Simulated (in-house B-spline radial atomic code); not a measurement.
The numbers below are computed, except where a source is named.
## Cd+ at several levels of theory

Ground configuration [Kr] 4d10 5s1. All numbers come from an all-electron radial atomic-structure program (B-spline basis), all electrons, at the radial basis limit. Mean-field, RPA, GW and linear-response runs are scalar-relativistic (one-electron X2C), no spin-orbit coupling, without Breit or QED terms, open shells spin-polarised at highest spin; the many-body runs on Dirac-Hartree-Fock orbitals are four-component, and their energies hold both.

RPA overbinds a lone outer s electron by self-correlation, and G0W0 tends to as well.

**Ionisation energy.** The reference is 16.908 eV (NIST, measured).

| method | value (eV) | minus reference (eV) |
| --- | --- | --- |
| minus the highest LDA VWN5 level | 13.80 | -3.11 |
| LDA VWN5, difference of total energies | 17.71 | +0.80 |
| minus the highest PBE level | 13.46 | -3.44 |
| PBE, difference of total energies | 17.34 | +0.44 |
| G0W0 on PBE | 17.52 | +0.61 |
| exact exchange + RPA on PBE | 17.47 | +0.56 |
| exact exchange + RPA + SOSEX on PBE | 16.74 | -0.17 |
| minus the highest r2SCAN level | 13.71 | -3.20 |
| r2SCAN, difference of total energies | 17.11 | +0.20 |
| minus the highest PBE0 level | 14.19 | -2.72 |
| PBE0, difference of total energies | 17.01 | +0.10 |
| G0W0 on PBE0 | 17.40 | +0.50 |
| minus the highest B3LYP (VWN-RPA) level | 14.20 | -2.71 |
| B3LYP (VWN-RPA), difference of total energies | 17.35 | +0.44 |
| minus the highest CAM-B3LYP level | 15.53 | -1.38 |
| minus the highest LC-wPBE level | 16.51 | -0.40 |
| minus the highest Hartree-Fock level | 15.72 | -1.19 |
| Hartree-Fock, difference of total energies | 15.57 | -1.34 |
| G0W0 on Hartree-Fock | 17.05 | +0.15 |
| MP2, difference of total energies | 17.10 | +0.20 |
| Brueckner orbital with screened correlation (5s1/2) | 16.81 | -0.09 |

Task: Which methods come closest, and which lies farthest off?

Result: Closest: Brueckner orbital with screened correlation (5s1/2) (-0.09 eV) and PBE0, difference of total energies (+0.10 eV). Farthest: minus the highest PBE level (-3.44 eV). The PBE level misses by -3.4 eV while the PBE energy difference misses by +0.44 eV: the semilocal potential lacks the −1/r tail and the energy is convex in the electron number, but total energies at whole numbers are far better.

Run times on one thread of shared hosts: mean field, RPA, SOSEX and G0W0 on PBE, for the atom and its ion, 8.7 s (Arm Neoverse V2); Brueckner orbitals with all properties, 270 s (Arm Neoverse N1).
